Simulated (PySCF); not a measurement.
Electron correlation in Ar⁺ (argon, charge +1)

[Ne] 3s2 3p4 4s1, high-spin 4P determinant (an excited configuration). Calculation: PySCF 2.14, in dyall-av3z (19s12p3d2f, 84 functions); scalar relativity by spin-free X2C-1e. Frozen: [Ne]; 7 electrons correlated; the 23 highest virtual orbitals of each spin left out.

```json
{"level": "CCSD", "correlation energy (mhartree)": "-175.21"}
{"level": "(T)", "correlation energy (mhartree)": "-5.29"}
{"level": "CCSD(T)", "correlation energy (mhartree)": "-180.50"}
```

Diagnostics: T1 = 0.011, D1 = 0.0334, largest double amplitude 0.040.

The outer electron is Rydberg-like, and this basis confines it to a smaller radius and binds it less than a complete one would.

Cost of the coupled-cluster step: roughly 13 core-seconds, for 7 correlated electrons.

Iterations:

```
CC2 = 0
CCSD nocc = (np.int64(5), np.int64(2)), nmo = (56, 56)
frozen orbitals [[0, 1, 2, 3, 4, 61, 62, 63, 64, 65, 66, 67, 68, 69, 70, 71, 72, 73, 74, 75, 76, 77, 78, 79, 80, 81, 82, 83], [0, 1, 2, 3, 4, 61, 62, 63, 64, 65, 66, 67, 68, 69, 70, 71, 72, 73, 74, 75, 76, 77, 78, 79, 80, 81, 82, 83]]
max_cycle = 100
direct = 0
conv_tol = 1e-08
conv_tol_normt = 1e-06
diis_space = 8
diis_start_cycle = 0
Init t2, MP2 energy = -0.150728320812861
Init E_corr(UCCSD) = -0.150728320813717
cycle = 1  E_corr(UCCSD) = -0.169256373285236  dE = -0.0185280525  norm(t1,t2) = 0.0433655
cycle = 2  E_corr(UCCSD) = -0.173368694443308  dE = -0.00411232116  norm(t1,t2) = 0.0145449
cycle = 3  E_corr(UCCSD) = -0.175280863743669  dE = -0.0019121693  norm(t1,t2) = 0.00614564
cycle = 4  E_corr(UCCSD) = -0.175185346839326  dE = 9.55169043e-05  norm(t1,t2) = 0.00153605
cycle = 5  E_corr(UCCSD) = -0.175207416935369  dE = -2.2070096e-05  norm(t1,t2) = 0.00087939
cycle = 6  E_corr(UCCSD) = -0.175205972926278  dE = 1.44400909e-06  norm(t1,t2) = 0.000267061
cycle = 7  E_corr(UCCSD) = -0.17520596287629  dE = 1.00499885e-08  norm(t1,t2) = 0.000122506
cycle = 8  E_corr(UCCSD) = -0.175206289801198  dE = -3.26924908e-07  norm(t1,t2) = 7.0764e-05
cycle = 9  E_corr(UCCSD) = -0.175206264522439  dE = 2.52787593e-08  norm(t1,t2) = 2.72998e-05
cycle = 10  E_corr(UCCSD) = -0.175206437671318  dE = -1.73148879e-07  norm(t1,t2) = 4.57569e-06
cycle = 11  E_corr(UCCSD) = -0.175206445342623  dE = -7.67130531e-09  norm(t1,t2) = 1.21053e-06
cycle = 12  E_corr(UCCSD) = -0.175206414615702  dE = 3.07269205e-08  norm(t1,t2) = 2.11692e-07
cycle = 13  E_corr(UCCSD) = -0.175206411875555  dE = 2.74014764e-09  norm(t1,t2) = 4.24365e-08
UCCSD converged
E(UCCSD) = -527.6885263862638  E_corr = -0.1752064118755547
UCCSD(T) correction = -0.0052900314182328
```
